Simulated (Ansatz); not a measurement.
CH₅AlO₂Si, SMILES `O=[C]([SiH3])[AlH][OH]`, 10 atoms. The species carries charge 0 and has multiplicity 1. All runs use 4 threads of an Intel Xeon Platinum 8488C on a shared host. Correlated methods freeze the cores.

Task: Give the basis size and wall time and peak host memory of each of these runs in Ansatz. RKS PBE0-D4/def2-TZVP frequencies; RKS ωB97M-V/def2-QZVPP energy; RKS PBE-D4/def2-TZVPP energy and forces; RHF-CCSD(T)/def2-TZVPP energy; RHF-CCSD(T)/def2-SVP energy; RKS PBE0-D4/def2-QZVPP energy; RKS revPBE-D4/def2-TZVPP energy; RKS PBE0-D4/def2-SVP energy; RKS PBE0-D4/def2-TZVP relaxation (11 steps); RKS B3LYP-D4/def2-TZVPP energy and forces; RKS ωB97M-V/def2-SVP energy; RKS B97M-V/def2-TZVPP energy. (Estimate.)

Result: The calculation gave: Other jobs shared the machine, so times are rough.

| level | job | functions | wall time | peak host memory (GiB) |
| --- | --- | --- | --- | --- |
| RKS PBE0-D4/def2-SVP | energy | 103 | 0.8 s | 0.44 |
| RKS revPBE-D4/def2-TZVPP | energy | 247 | 1.4 s | 0.33 |
| RKS PBE-D4/def2-TZVPP | energy and forces | 247 | 1.6 s | 0.33 |
| RKS ωB97M-V/def2-SVP | energy | 103 | 2.6 s | 0.44 |
| RHF-CCSD(T)/def2-SVP | energy | 103 | 2.8 s | 0.44 |
| RKS B3LYP-D4/def2-TZVPP | energy and forces | 247 | 3 s | 0.69 |
| RKS B97M-V/def2-TZVPP | energy | 247 | 3.9 s | 0.41 |
| RKS PBE0-D4/def2-QZVPP | energy | 461 | 5.5 s | 1.6 |
| RKS ωB97M-V/def2-QZVPP | energy | 461 | 11 s | 2 |
| RKS PBE0-D4/def2-TZVP | relaxation (11 steps) | 197 | 25 s | 0.51 |
| RHF-CCSD(T)/def2-TZVPP | energy | 247 | 60 s | 4.9 |
| RKS PBE0-D4/def2-TZVP | frequencies | 197 | 88 s | 0.5 |

B3LYP here is the variant with VWN-RPA as its local correlation; programs differ in this.
